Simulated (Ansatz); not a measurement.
CH$_{6}$FNOSi, singlet, geometry from GFN2-xTB, atoms displaced at random by about 0.08 Å a coordinate; PBE/STO-3G, gradient in Ansatz (a quantum-chemistry and plane-wave program).

Input for Ansatz:
Ansatz 0.2 input:
```yaml
crystal:
  periodic: [false, false, false]
  atoms:
    - {symbol: Si, position_ang: [0.35492383, -0.29936782, 0.34167487]}
    - {symbol: N, position_ang: [1.78001243, 0.42106967, 0.65511575]}
    - {symbol: F, position_ang: [0.38615023, -1.12283711, -1.16673558]}
    - {symbol: O, position_ang: [-0.72272948, 0.74860924, 0.22015809]}
    - {symbol: C, position_ang: [-2.05051455, 1.04822812, -0.06767652]}
    - {symbol: H, position_ang: [-0.05154659, -1.50996110, 1.14871075]}
    - {symbol: H, position_ang: [2.75221113, -0.13732024, 0.41473743]}
    - {symbol: H, position_ang: [1.90614292, 1.22033318, 0.59258136]}
    - {symbol: H, position_ang: [-2.41960692, 1.94855822, -0.29852118]}
    - {symbol: H, position_ang: [-2.67376699, 0.33686543, 0.83969564]}
    - {symbol: H, position_ang: [-2.30181084, 0.25306405, -1.07916810]}
basis:
  gaussian:
    orbitals: STO-3G
hamiltonian:
  xc: pbe
output: {forces: true}
```

Problem. Predict the main parts of the log of this Ansatz run.

Solution. 
```
Functional definition: PBE
464 factors; integrals over basis functions are off by at most 3.4e-5 eV
mean field evaluation 1: about -15054.0527 eV, gradient 3.1e1 eV
mean field evaluation 2: about -15052.6123 eV, gradient 3.9e1 eV
mean field evaluation 4: about -15057.1913 eV, gradient 2.4e0 eV
mean field evaluation 8: about -15057.1072 eV, gradient 4.1e-2 eV
mean field -15057.10717073 eV, -553.3384824506 hartree, gradient 1.9e-5 eV, S^2 0.000000; 0 other end points of the search recorded, 0 dependent functions left out
the calculation of the forces begins
reference -15057.10719504 eV, -553.3384833441 hartree; 25, 25 occupied and 10, 10 virtual orbitals, 464 factors
Total energy: -15057.10719504 eV, -553.3384833441 hartree
Atom 0 at     0.354924    -0.299368     0.341675 Å, force     0.157523    -8.613355    -2.638373 eV/Å
Atom 1 at     1.780012     0.421070     0.655116 Å, force     3.031638   -22.459724     1.508766 eV/Å
Atom 2 at     0.386150    -1.122837    -1.166736 Å, force     0.294300     1.010513     1.227462 eV/Å
Atom 3 at    -0.722729     0.748609     0.220158 Å, force    -2.954778     7.173101     0.037110 eV/Å
Atom 4 at    -2.050515     1.048228    -0.067677 Å, force    -0.322221   -14.216419     0.786777 eV/Å
Atom 5 at    -0.051547    -1.509961     1.148711 Å, force     0.420858     0.943178     0.393259 eV/Å
Atom 6 at     2.752211    -0.137320     0.414737 Å, force    -3.481786     1.849925     1.030326 eV/Å
Atom 7 at     1.906143     1.220333     0.592581 Å, force     3.550762    22.427341    -1.568520 eV/Å
Atom 8 at    -2.419607     1.948558    -0.298521 Å, force    -1.490562     5.803002    -0.683600 eV/Å
Atom 9 at    -2.673767     0.336865     0.839696 Å, force     0.757655     3.191725    -2.623318 eV/Å
Atom 10 at    -2.301811     0.253064    -1.079168 Å, force     0.036611     2.890714     2.530110 eV/Å
Dipole moment:     0.098428     0.240886     0.053256 e Å
```
